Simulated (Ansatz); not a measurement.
Consider the ligand exchange at the Si–C bond: `C[SiH](F)CS` + `O[SiH2]O` → `C[SiH](F)O[SiH2]O` + CH₃SH.

Calculated with Ansatz (gas phase, PBE0-D4/def2-TZVP geometries, no zero-point term in ΔE). CCSD(T)/CBS adds triple-zeta CCSD(T) − MP2 to the extrapolated MP2 energy (def2 sets, frozen cores). This one scheme is used for every species. Functionals use def2-TZVPP. B3LYP here is the variant with VWN-RPA as its local correlation; programs differ in this. Each species was taken in one conformer, which may not be the lowest.

**Question.** Is it downhill or uphill in electronic energy at CCSD(T)/CBS, and by how much? (An estimate is asked.)

**Answer.** The calculation gave: Downhill: ΔE = -30.9 kcal/mol.

**Question.** What do these levels give: PBE-D4, ωB97X-V, B3LYP, MP2/def2-TZVPP, HF/def2-QZVPP, CCSD/CBS(def2)? (Estimate.)

**Answer.** Ansatz gave: PBE-D4 -27.4, ωB97X-V -30.8, B3LYP -31.9, MP2/def2-TZVPP -30.9, HF/def2-QZVPP -37.5, CCSD/CBS(def2) -31.8 kcal/mol.

Largest T1 diagnostic among the species: 0.011.

From PBE to PBE0 (25 % exact exchange), in def2-TZVPP and without D4, ΔE moves by −1.6 kcal/mol. In def2-TZVPP, CCSD(T) changes the Hartree–Fock value by +5.8 kcal/mol (the triples alone add +0.9 kcal/mol) and MP2 by +6.1 kcal/mol.
